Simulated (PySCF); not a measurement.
Species: C3H12ClNSi2.
Geometry (GFN2-xTB, Å), atoms numbered from 1 in this order:
```xyz
19
C3H12ClNSi2 angstrom
C      1.777   -0.217    1.177
C      1.544    0.542   -0.124
N      0.137    0.606   -0.489
Si    -0.758    1.958    0.138
Si    -0.647   -0.744   -1.247
C     -1.821   -1.660   -0.068
Cl     0.764   -2.041   -1.890
H      1.461   -1.252    1.064
H      2.832   -0.201    1.438
H      1.206    0.237    1.983
H      1.921    1.563   -0.021
H      2.103    0.058   -0.929
H     -0.007    3.164   -0.215
H     -0.909    1.880    1.596
H     -2.065    1.907   -0.507
H     -1.342   -0.252   -2.438
H     -2.580   -0.983    0.311
H     -2.327   -2.478   -0.572
H     -1.296   -2.078    0.788
```

Computed at PBE0/pcSseg-1 (PySCF, non-relativistic), with Q(14N) = 0.02044 b, Q(35Cl) = −0.0817 b: N3, 14N (I = 1): χzz = -4.114 MHz, η = 0.483; Cl7, 35Cl (I = 3/2): χzz = -38.03 MHz, η = 0.073.

Task: Where would the pure quadrupole (NQR) lines of 14N at N3 fall for the rigid, isolated species?

Result: From ν± = (3/4)|χ|(1 ± η/3) and ν0 = |χ|η/2: ν+ 3.582 MHz, ν− 2.589 MHz, ν0 0.994 MHz (nitrogen bridging silicon atoms).

Task: Where would the pure quadrupole (NQR) lines of 35Cl at Cl7 fall for the rigid, isolated species?

Result: From ν = (|χ|/2)√(1 + η²/3): ν = 19.03 MHz (silicon-bound chlorine). For 37Cl the ratio of quadrupole moments, 0.7881, gives 15.00 MHz.

Task: Apply the simplest Townes–Dailey estimate (no s hybridisation, no π bonding), ionic character = 1 − χzz/χ0, where χ0 is the coupling for one missing p electron along the bond: −109.74 MHz for 35Cl.

Result: Cl7 on Si5: 1 − (-38.03)/(-109.74) = 0.65. In this model a purely covalent bond gives χ0 and a free halide ion gives zero; s hybridisation or π bonding, where present, is counted here as ionic character.

In a crystal, neighbours and librations shift these lines. GFN2-xTB bond lengths can be off by several hundredths of an ångström, more for odd bonds, and the gradients follow them. With a basis this small, the couplings can be 20 % off.

One conformer stands for the species.
